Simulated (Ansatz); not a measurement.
Reaction (redistribution): `[OH][Ti]12345678([Cl])([C@H]9[C@@H]1[C@@H]2[C@@H]3[C@H]94)[C@H]1[C@@H]5[C@@H]6[C@@H]7[C@H]18` + `[NH]=[V]([NH2])([Cl])[Cl]` → `[Cl][Ti]12345678([Cl])([C@H]9[C@@H]1[C@@H]2[C@@H]3[C@H]94)[C@H]1[C@@H]5[C@@H]6[C@@H]7[C@H]18` + `[NH]=[V]([NH2])([OH])[Cl]`

Isolated molecules relaxed with PBE0-D4/def2-TZVP in Ansatz; ΔE leaves out vibrations. CCSD(T)/CBS is the MP2 limit (def2-TZVPP, def2-QZVPP) plus CCSD(T) − MP2 in def2-TZVPP, frozen cores. Functionals use def2-TZVPP. For Ti, V outer-core shells are correlated without core-valence functions, which leaves a few kJ/mol of doubt a bond. Scalar relativity is left out up to krypton. Each species was taken in one conformer, which may not be the lowest.

`[OH][Ti]12345678([Cl])([C@H]9[C@@H]1[C@@H]2[C@@H]3[C@H]94)[C@H]1[C@@H]5[C@@H]6[C@@H]7[C@H]18`:

Z-matrix (Å, degrees):
```
Ti
C 1 2.391
C 1 2.374 2 102.4
C 1 2.382 2 87.8 3 -55.8
O 1 1.857 2 136.7 3 99.3
C 1 2.422 2 132.9 3 -17.8
C 1 2.405 2 56.7 3 142.2
C 1 2.367 2 34.7 3 63.6
Cl 1 2.346 2 104.2 3 -142.8
C 1 2.415 2 122.0 3 -58.3
C 1 2.385 2 76.5 3 -23.0
C 1 2.415 2 33.8 3 179.1
C 1 2.402 2 56.9 3 101.3
H 1 2.431 2 120.9 3 117.0
H 2 1.079 1 119.4 3 58.4
H 3 1.080 1 117.9 2 80.5
H 4 1.080 1 117.7 2 -53.7
H 6 1.078 1 116.3 2 153.2
H 7 1.079 1 118.2 2 158.3
H 8 1.079 1 119.2 2 -122.9
H 10 1.077 1 117.7 2 -116.7
H 11 1.078 1 119.7 2 15.9
H 12 1.077 1 118.2 2 121.9
H 13 1.079 1 117.9 2 -159.0
```

`[NH]=[V]([NH2])([Cl])[Cl]`:

Cartesian coordinates in Å:
```
N -1.230 0.772 0.546
V 0.089 -0.122 0.517
N 0.514 -0.203 -1.228
Cl 1.668 0.843 1.643
Cl -0.335 -2.100 1.292
H -2.060 1.313 0.757
H 0.024 0.222 -1.999
H 1.330 -0.724 -1.527
```

`[Cl][Ti]12345678([Cl])([C@H]9[C@@H]1[C@@H]2[C@@H]3[C@H]94)[C@H]1[C@@H]5[C@@H]6[C@@H]7[C@H]18`:

```xyz
23

Cl    2.260   -1.497   -0.472
Ti    0.190   -0.563    0.002
Cl   -0.897   -2.555    0.488
C    -0.070   -0.880   -2.358
C     0.569    0.366   -2.156
C    -0.325    1.208   -1.482
C    -1.516    0.479   -1.243
C    -1.361   -0.796   -1.819
C     0.918    1.305    1.236
C     1.561    0.198    1.823
C     0.579   -0.642    2.364
C    -0.681   -0.035    2.153
C    -0.473    1.172    1.471
H     0.381   -1.757   -2.793
H     1.585    0.604   -2.430
H    -0.135    2.228   -1.187
H    -2.399    0.841   -0.738
H    -2.082   -1.595   -1.782
H     1.407    2.121    0.727
H     2.618   -0.005    1.792
H     0.745   -1.611    2.807
H    -1.636   -0.455    2.426
H    -1.237    1.869    1.168
```

`[NH]=[V]([NH2])([OH])[Cl]`:

```xyz
9

N    -1.073   -0.937   -0.587
V     0.242   -0.060   -0.330
N    -0.320    1.298    0.731
O     1.500   -1.002    0.472
Cl    0.989    0.710   -2.232
H    -1.848   -1.491   -0.927
H    -1.262    1.490    1.031
H     0.353    1.925    1.154
H     1.419   -1.933    0.688
```

| level | ΔE (kJ/mol) |
| --- | --- |
| CAM-B3LYP-D4 | -16.8 |
| CCSD(T)/def2-SVP | -19.5 |

Task: What does CCSD(T)/CBS give? (An estimate is asked.)

Result: Computed: -22.1 kJ/mol. The listed levels differ from it by 5.3, 2.6 kJ/mol.

Largest T1 diagnostic among the species: 0.030, so the coupled-cluster value is less sure than usual.

From PBE to PBE0 (25 % exact exchange), in def2-TZVPP and without D4, ΔE moves by −3.8 kJ/mol. Leaving LDA and LC-ωPBE aside and taking each functional with its dispersion term where it has one, the values, not all of them listed here, spread over 7.0 kJ/mol, from BHLYP-D4 to B2PLYP. LDA lies −3.7 kJ/mol from PBE without D4.

CCSD(T)/CBS has its own doubt, a few kJ/mol and more with outer-core shells, so smaller differences from it don't rank the levels.
